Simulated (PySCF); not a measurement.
C₈H₁₃BO, SMILES `B[C@]12CC[C@](C=O)(CC1)C2`, neutral singlet in the gas phase. 

Cartesian coordinates (Å):
SMILES: O=C[C@]12C[C@@](CC1)(B)CC2
```xyz
23

B      2.5323     0.0571     0.7122
C      1.1661     0.0369    -0.0262
C      0.7819    -1.1941    -0.8726
C     -0.7645    -1.2471    -0.7990
C     -1.1086    -0.0605     0.1018
C     -2.4457    -0.1210     0.7784
O     -3.2154    -1.0420     0.7115
C     -0.8568     1.2458    -0.6684
C      0.6898     1.3011    -0.7663
C      0.0810    -0.0512     1.0950
H      3.0181     1.1038     1.0818
H      3.0815    -0.9791     1.0163
H      1.2307    -2.1070    -0.4526
H      1.1577    -1.0990    -1.9027
H     -1.2525    -1.1579    -1.7807
H     -1.1301    -2.1803    -0.3462
H     -2.6906     0.7871     1.3940
H     -1.2540     2.1103    -0.1110
H     -1.3576     1.2338    -1.6480
H      1.0855     2.2087    -0.2859
H      1.0449     1.3093    -1.8080
H      0.1363    -0.9741     1.6935
H      0.0698     0.8193     1.7706
```
Charge 0, spin multiplicity 1.

All levels are single points at this geometry (PBE0-D4/def2-SVP); Pople sets use spherical d functions. Orbital energies aren't observables, and empty levels follow the basis.

B3LYP/6-31G* in PySCF gives gap (eV) = 5.42.

Problem. Estimate the gap (eV) from each of these levels: B3LYP-D3(BJ)/def2-TZVP in PySCF; PBE-D3(BJ)/def2-TZVP in PySCF; PBE0-D4/def2-TZVP in PySCF; M06-2X/6-31G* in PySCF; HF/6-31G* in PySCF.

Solution. 
| level | gap (eV) |
|---|---|
| B3LYP-D3(BJ)/def2-TZVP in PySCF | 5.31 |
| PBE-D3(BJ)/def2-TZVP in PySCF | 3.20 |
| PBE0-D4/def2-TZVP in PySCF | 5.75 |
| M06-2X/6-31G* in PySCF | 8.40 |
| HF/6-31G* in PySCF | 13.77 |
